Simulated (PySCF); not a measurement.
**Electron correlation in Te⁺ (tellurium, charge +1)**

[Kr] 4d10 5s1 5p3 6s1, high-spin 6S determinant (an excited configuration). All numbers are calculated (PySCF 2.14, scalar relativity by spin-free X2C-1e, in aug-cc-pVTZ-DK3). Frozen: [Kr] 4d10; 5 electrons correlated.

MP2 pair energies summed by pair of shells (mhartree):

```csv
pair,energy,share (%)
5p-5p,-13.67,53.0
5p-6s,-9.16,35.5
5s-5p,-2.61,10.1
5s-6s,-0.37,1.4
```

Total MP2 correlation energy: -25.81 mhartree.

Same-spin part -25.81 and opposite-spin part 0.00 mhartree; SCS-MP2 scales them by 1/3 and 6/5 to -8.60 mhartree.
